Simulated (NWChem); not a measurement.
Species: C₂H₈AlO cation, singlet

```xyz
12

Al     0.0000     0.0000     0.1840
C      1.8565     0.0005     0.7250
H      1.9314     0.0015     1.8185
H      2.3930     0.8858     0.3610
H      2.3928    -0.8857     0.3626
C     -1.8565    -0.0005     0.7250
H     -2.3930    -0.8858     0.3610
H     -2.3928     0.8857     0.3626
H     -1.9314    -0.0015     1.8185
O      0.0000     0.0000    -1.7566
H      0.7973     0.0006    -2.3205
H     -0.7973    -0.0006    -2.3205
```
Atoms are numbered in this order, from 1.

Level: B3LYP/6-31G* (spherical d) (NWChem), optimised geometry, unscaled harmonic frequencies. Low-valent species are run as closed-shell singlets; no triplet was tried in these runs. B3LYP is NWChem's, with the RPA form of VWN correlation.

```json
[
 {"frequency (cm⁻¹)": "37", "IR intensity (km/mol)": "0.0"},
 {"frequency (cm⁻¹)": "46", "IR intensity (km/mol)": "0.0"},
 {"frequency (cm⁻¹)": "157", "IR intensity (km/mol)": "9.9"},
 {"frequency (cm⁻¹)": "160", "IR intensity (km/mol)": "0.9"},
 {"frequency (cm⁻¹)": "167", "IR intensity (km/mol)": "1.2"},
 {"frequency (cm⁻¹)": "306", "IR intensity (km/mol)": "0.0"},
 {"frequency (cm⁻¹)": "343", "IR intensity (km/mol)": "314.2"},
 {"frequency (cm⁻¹)": "454", "IR intensity (km/mol)": "21.4"},
 {"frequency (cm⁻¹)": "564", "IR intensity (km/mol)": "9.4"},
 {"frequency (cm⁻¹)": "584", "IR intensity (km/mol)": "19.7"},
 {"frequency (cm⁻¹)": "642", "IR intensity (km/mol)": "0.0"},
 {"frequency (cm⁻¹)": "697", "IR intensity (km/mol)": "5.1"},
 {"frequency (cm⁻¹)": "758", "IR intensity (km/mol)": "114.6"},
 {"frequency (cm⁻¹)": "773", "IR intensity (km/mol)": "148.1"},
 {"frequency (cm⁻¹)": "798", "IR intensity (km/mol)": "144.1"},
 {"frequency (cm⁻¹)": "1298", "IR intensity (km/mol)": "27.9"},
 {"frequency (cm⁻¹)": "1302", "IR intensity (km/mol)": "4.2"},
 {"frequency (cm⁻¹)": "1468", "IR intensity (km/mol)": "0.1"},
 {"frequency (cm⁻¹)": "1474", "IR intensity (km/mol)": "0.0"},
 {"frequency (cm⁻¹)": "1477", "IR intensity (km/mol)": "8.7"},
 {"frequency (cm⁻¹)": "1480", "IR intensity (km/mol)": "10.1"},
 {"frequency (cm⁻¹)": "1683", "IR intensity (km/mol)": "156.7"},
 {"frequency (cm⁻¹)": "3045", "IR intensity (km/mol)": "1.6"},
 {"frequency (cm⁻¹)": "3046", "IR intensity (km/mol)": "1.5"},
 {"frequency (cm⁻¹)": "3116", "IR intensity (km/mol)": "0.0"},
 {"frequency (cm⁻¹)": "3117", "IR intensity (km/mol)": "0.0"},
 {"frequency (cm⁻¹)": "3129", "IR intensity (km/mol)": "0.0"},
 {"frequency (cm⁻¹)": "3129", "IR intensity (km/mol)": "0.5"},
 {"frequency (cm⁻¹)": "3666", "IR intensity (km/mol)": "170.7"},
 {"frequency (cm⁻¹)": "3752", "IR intensity (km/mol)": "236.9"}
]
```

The zero-point energy comes out as 61.0 kcal/mol and the thermal correction to the enthalpy at 298.15 K (with zero-point energy) is 66.8 kcal/mol. The heat capacity Cv is 26.9 cal/(mol K). The entropy at 298.15 K and 1 atm (symmetry number 2) is 87.3 cal/(mol K).

Rigid rotor and harmonic oscillator; modes under 100 cm⁻¹ make the entropy uncertain.
